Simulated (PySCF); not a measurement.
SnCl₃, SMILES [Cl][Sn]([Cl])[Cl], multiplicity 2.

Geometry: PBE0-D3(BJ)/def2-SVP. The multiplicity is an assumed one; other spin states were not compared. The isomer is the one that the SMILES or the coordinates give; other isomers of the formula were not compared. The def2 effective core potentials stand for the cores of Sn; spin–orbit coupling is left out.

These are TDA-B3LYP/def2-SVPD (PySCF) values and carry that method's errors.

Vertical excitations; the highest root listed may be one member of a degenerate set. Isolated molecule, no solvent.

```json
[
 {"state": "root 1", "energy (eV)": "2.25", "λ (nm)": "550", "f": "0.000", "main pairs": "β HOMO→LUMO 99 %"},
 {"state": "root 2", "energy (eV)": "2.41", "λ (nm)": "515", "f": "0.000", "main pairs": "β HOMO−1→LUMO (degenerate set)"},
 {"state": "root 3", "energy (eV)": "2.41", "λ (nm)": "515", "f": "0.000", "main pairs": "β HOMO−2→LUMO (degenerate set)"},
 {"state": "root 4", "energy (eV)": "2.70", "λ (nm)": "460", "f": "0.015", "main pairs": "β HOMO−3→LUMO (degenerate set)"},
 {"state": "root 5", "energy (eV)": "2.70", "λ (nm)": "460", "f": "0.015", "main pairs": "β HOMO−4→LUMO (degenerate set)"},
 {"state": "root 6", "energy (eV)": "3.14", "λ (nm)": "395", "f": "0.010", "main pairs": "β HOMO−5→LUMO 97 %"},
 {"state": "root 7", "energy (eV)": "4.20", "λ (nm)": "295", "f": "0.044", "main pairs": "β HOMO−7→LUMO (degenerate set)"},
 {"state": "root 8", "energy (eV)": "4.20", "λ (nm)": "295", "f": "0.044", "main pairs": "β HOMO−6→LUMO (degenerate set)"},
 {"state": "root 9", "energy (eV)": "4.66", "λ (nm)": "266", "f": "0.041", "main pairs": "α HOMO→LUMO 96 %"},
 {"state": "root 10", "energy (eV)": "5.53", "λ (nm)": "224", "f": "0.094", "main pairs": "α HOMO→LUMO+2 91 %"}
]
```
Unrestricted roots are not spin-pure.
